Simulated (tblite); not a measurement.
Compound: C₇H₁₀NO (charge +1).
SMILES with atom numbers: `[CH3:1][N:2]([CH3:3])[c:4]1[cH:5][cH:6][o+:7][cH:8][cH:9]1` (hydrogens: H10, H11, H12 on C1; H13, H14, H15 on C3; H16 on C5; H17 on C6; H18 on C8; H19 on C9)
Bond orders are those of one Lewis drawing.

Computed with GFN2-xTB (tblite), gas phase: L-BFGS steps from a force-field or distance-geometry start until the largest atomic force falls under 0.01 eV/Å.

Step 6: E = -725.4196 eV
```
atom  x, y, z in Å  |  force x, y, z in eV/Å
C1     -1.7446   -1.3024    0.4352   -0.026  -0.032   0.022
N2     -1.0781   -0.1271   -0.0889   -0.250  -0.035  -0.024
C3     -1.9029    0.8743   -0.7332   -0.039   0.055  -0.033
C4      0.2243    0.0264    0.0175    0.081   0.020  -0.002
C5      0.9244    1.1680   -0.4835    0.012   0.043   0.002
C6      2.2672    1.2677   -0.3441   -0.004   0.047  -0.042
O7      3.0251    0.3532    0.2422   -0.172  -0.014  -0.020
C8      2.4131   -0.7194    0.7210    0.011  -0.023   0.035
C9      1.0784   -0.9312    0.6456    0.036  -0.082   0.043
H10    -1.6085   -1.3896    1.5135    0.081   0.017   0.029
H11    -1.3862   -2.2138   -0.0441    0.091   0.008  -0.016
H12    -2.8119   -1.2364    0.2482   -0.014   0.042  -0.026
H13    -1.8432    1.8330   -0.2172    0.081   0.020   0.031
H14    -1.6206    1.0147   -1.7771    0.095  -0.007  -0.013
H15    -2.9428    0.5643   -0.7196   -0.018  -0.055   0.028
H16     0.4072    1.9678   -0.9710   -0.128   0.139  -0.103
H17     2.8197    2.1156   -0.7123    0.130   0.093  -0.026
H18     3.0801   -1.4223    1.1899    0.148  -0.080   0.055
H19     0.6894   -1.8337    1.0703   -0.115  -0.156   0.061
```

Step 7: E = -725.4255 eV
```
atom  x, y, z in Å  |  force x, y, z in eV/Å
C1     -1.7447   -1.3032    0.4359   -0.036  -0.036   0.017
N2     -1.0823   -0.1271   -0.0895   -0.105  -0.031  -0.003
C3     -1.9036    0.8759   -0.7341   -0.034   0.035  -0.024
C4      0.2207    0.0260    0.0173    0.149   0.034   0.004
C5      0.9206    1.1710   -0.4848   -0.021  -0.010   0.014
C6      2.2632    1.2692   -0.3460    0.134   0.050  -0.015
O7      3.0227    0.3536    0.2415   -0.304  -0.054  -0.016
C8      2.4101   -0.7214    0.7222    0.133  -0.006   0.035
C9      1.0753   -0.9347    0.6469    0.002  -0.069   0.035
H10    -1.6046   -1.3889    1.5154    0.051   0.015  -0.024
H11    -1.3818   -2.2141   -0.0448    0.051   0.045   0.009
H12    -2.8119   -1.2332    0.2464    0.002  -0.005   0.003
H13    -1.8392    1.8343   -0.2158    0.051  -0.008   0.005
H14    -1.6163    1.0147   -1.7778    0.056  -0.005   0.017
H15    -2.9423    0.5607   -0.7178   -0.017  -0.002   0.002
H16     0.4042    1.9725   -0.9744   -0.105   0.083  -0.067
H17     2.8266    2.1153   -0.7110    0.037   0.033  -0.010
H18     3.0873   -1.4212    1.1901    0.032  -0.013   0.006
H19     0.6861   -1.8402    1.0731   -0.077  -0.053   0.012
```

Task: Estimate the geometry and energy of step 8. (The exact step hangs on the optimiser's Hessian estimate; all steps are aligned on step 7, rigid shifts and turns removed.)

Result: E = -725.4289 eV, largest force 0.190 eV/Å
```
atom  x, y, z in Å  |  force x, y, z in eV/Å
C1     -1.7455   -1.3046    0.4367    0.002   0.001   0.000
N2     -1.0848   -0.1273   -0.0898   -0.026  -0.016   0.005
C3     -1.9049    0.8776   -0.7351    0.012  -0.010   0.006
C4      0.2193    0.0258    0.0172    0.186   0.020   0.020
C5      0.9178    1.1736   -0.4858    0.015  -0.001   0.003
C6      2.2626    1.2714   -0.3477    0.015   0.024  -0.010
O7      3.0166    0.3530    0.2408   -0.186  -0.039  -0.006
C8      2.4101   -0.7232    0.7238    0.011  -0.032   0.022
C9      1.0736   -0.9384    0.6485    0.022  -0.021   0.017
H10    -1.6011   -1.3882    1.5162    0.025   0.009  -0.042
H11    -1.3781   -2.2135   -0.0452    0.020   0.049   0.019
H12    -2.8120   -1.2313    0.2453   -0.001  -0.037   0.020
H13    -1.8357    1.8350   -0.2149    0.023  -0.021  -0.011
H14    -1.6125    1.0146   -1.7781    0.024  -0.001   0.029
H15    -2.9424    0.5585   -0.7167   -0.018   0.034  -0.018
H16     0.4005    1.9766   -0.9776   -0.064   0.007  -0.018
H17     2.8317    2.1160   -0.7104    0.000   0.005  -0.004
H18     3.0926   -1.4210    1.1905   -0.011   0.016  -0.013
H19     0.6825   -1.8453    1.0750   -0.048   0.011  -0.018
```

The energy changes by -0.0034 eV. The first-order estimate −F·Δx gives -0.0053 eV and the mean of the old and new forces, exact on a quadratic surface, -0.0034 eV. The step makes an angle of 52° with the force vector and moves no atom by more than 0.007 Å.

What follows is the cost of the whole relaxation. Time: 0.16 s. Hardware: one thread, Arm Neoverse V1 (aarch64), no GPU, shared host with 32 logical CPUs at a one-minute load of 16.
